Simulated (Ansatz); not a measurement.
CH6ClFSi2 can be A, `C[SiH](Cl)[SiH2]F`, or B, `C[SiH2][SiH](F)Cl`.

Isolated molecules relaxed with PBE0-D4/def2-TZVP in Ansatz; ΔE leaves out vibrations. CBS: MP2 limit from def2 TZ/QZ plus the TZ coupled-cluster correction, frozen cores. DFT in def2-TZVPP. B3LYP here is the variant with VWN-RPA as its local correlation; programs differ in this. One conformer a species, not always the lowest.

Problem. Which isomer does CCSD(T)/CBS put lower? Give the gap. (An estimate is asked.)

Solution. Ansatz gave: B, by 2.2 kcal/mol.

Problem. Give E(B) − E(A) in kcal/mol with B3LYP-D4, CCSD/def2-TZVPP, r2SCAN-D4, CCSD(T)/def2-TZVPP, PBE-D4, HF/def2-TZVPP, B2PLYP. (Best estimate.)

Solution. The calculation gave: B3LYP-D4 -2.3, CCSD/def2-TZVPP -2.2, r2SCAN-D4 -2.7, CCSD(T)/def2-TZVPP -2.4, PBE-D4 -2.7, HF/def2-TZVPP -1.5, B2PLYP -2.2. None reverses the order clearly.

Largest T1 diagnostic: 0.011.
